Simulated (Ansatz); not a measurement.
Start from `[SiH3][Ga]([Cl])[Cl]` and change one atom or group to get `[SH][Ga]([Cl])[Cl]`.

Ansatz, PBE0-D4/def2-TZVP geometries, multiplicity 1. Each molecule was computed in one conformer, which needn't be the lowest.

Scalar relativity is left out up to krypton.

```tsv
property	`[SiH3][Ga]([Cl])[Cl]`
HOMO–LUMO gap (PBE0/def2-TZVPP) / eV	6.38
HOMO–LUMO gap (ωB97M-V/def2-TZVPP) / eV	10.17
LUMO energy (PBE/def2-TZVPP) / eV	-2.77
size of the dipole moment (B3LYP/def2-TZVPP) / D	2.70
HOMO–LUMO gap (B3LYP/def2-TZVPP) / eV	5.94
HOMO–LUMO gap (PBE/def2-TZVPP) / eV	4.47
```

What does the change do to each property? (Estimate.)

Ansatz gave: 
```json
{"property": "HOMO–LUMO gap (PBE0/def2-TZVPP) / eV", "`[SH][Ga]([Cl])[Cl]`": "6.78", "shift": "0.40"}
{"property": "HOMO–LUMO gap (ωB97M-V/def2-TZVPP) / eV", "`[SH][Ga]([Cl])[Cl]`": "10.90", "shift": "0.73"}
{"property": "LUMO energy (PBE/def2-TZVPP) / eV", "`[SH][Ga]([Cl])[Cl]`": "-2.50", "shift": "0.27"}
{"property": "size of the dipole moment (B3LYP/def2-TZVPP) / D", "`[SH][Ga]([Cl])[Cl]`": "1.43", "shift": "-1.27"}
{"property": "HOMO–LUMO gap (B3LYP/def2-TZVPP) / eV", "`[SH][Ga]([Cl])[Cl]`": "6.21", "shift": "0.27"}
{"property": "HOMO–LUMO gap (PBE/def2-TZVPP) / eV", "`[SH][Ga]([Cl])[Cl]`": "4.61", "shift": "0.14"}
```

With PBE0 the HOMO rises by 0.06 eV and the LUMO rises by 0.47 eV, so the gap widens by about 0.41 eV. PBE moves the HOMO by 0.14 eV and ωB97M-V by -0.09 eV. Dipoles are sizes alone; their direction can turn.

B3LYP here is the variant with VWN-RPA as its local correlation; programs differ in this.
